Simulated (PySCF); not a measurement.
Where the electron goes

Species: C₂H₉FSSi₂.
Geometry (GFN2-xTB, Å), atoms numbered from 1 in this order:
```xyz
15
C2H9FSSi2 angstrom
C     -1.9745   -0.3023    0.4490
C     -1.3512   -0.5345   -0.9130
S     -0.6880    1.0011   -1.6558
Si     0.9780    1.3837   -0.3506
F      1.8967    2.3994   -1.2030
Si     2.2080   -0.5033    0.1598
H     -2.7389    0.4683    0.3846
H     -1.2245    0.0132    1.1722
H     -2.4357   -1.2219    0.8046
H     -2.0989   -0.8851   -1.6238
H     -0.5411   -1.2634   -0.8604
H      0.5150    2.2582    0.7223
H      1.5708   -1.2336    1.2620
H      3.5575   -0.1331    0.5830
H      2.3224   -1.4386   -0.9642
```

Method: TDDFT CAM-B3LYP/def2-SVPD, vertical, gas phase, core orbitals frozen in the response in PySCF 2.14.0, density-fitted response routines.

Kohn–Sham orbitals with the atoms that hold most of them (Löwdin shares over 4%, at most four atoms; ? is withheld):

```tsv
orbital	ε (eV)	atoms
HOMO-3	-11.17	S3 33%, C2 21%, C1 13%, H9 8%
HOMO-2	-10.65	Si4 26%, H12 17%, Si6 15%, F5 12%
HOMO-1	-9.69	S3 47%, Si4 18%, Si6 12%, C2 7%
HOMO	-8.27	?
LUMO	?	?
LUMO+1	0.62	Si6 29%, Si4 28%, S3 11%, H15 9%
LUMO+2	0.97	Si6 39%, H13 11%, Si4 9%, H15 6%
```

(1) Give the leading atoms of the HOMO.

(2) Which atoms hold the LUMO, and with what shares?

(3) What is the LUMO energy, and the HOMO–LUMO gap?

Answers

(1) S3 (bonded to C and Si) 68%; Si4 (bonded to F, S, Si and H) 9%; C2 (bonded to C, S and 2 H) 8%.

(2) Si4 (bonded to F, S, Si and H) 26%; S3 (bonded to C and Si) 22%; Si6 (bonded to Si and 3 H) 17%; H14 (bonded to Si) 6%. By element: silicon 44%, sulfur 22%, hydrogen 6% or more.

(3) ε(LUMO) = 0.06 eV; the gap is 8.34 eV (0.3063 hartree).

Task: How does S1 compare with the orbital gap of 8.34 eV?

Result: S1 is at 4.90 eV (f = 0.0051), 3.44 eV below the gap, made of HOMO→LUMO (92%). 

Task: One configuration dominates each of S1 and S2. Which, and how do the shares of the two leading atoms of either orbital change from the occupied to the empty one?

Result: 
- S1 (4.90 eV, f 0.0051), HOMO→LUMO (92%): S3 68% → 22%, Si4 9% → 26%
- S2 (5.80 eV, f 0.0062), HOMO→LUMO+1 (90%): S3 68% → 11%, Si4 9% → 28%, Si6 at most 4% → 29%

One conformer stands for the species.
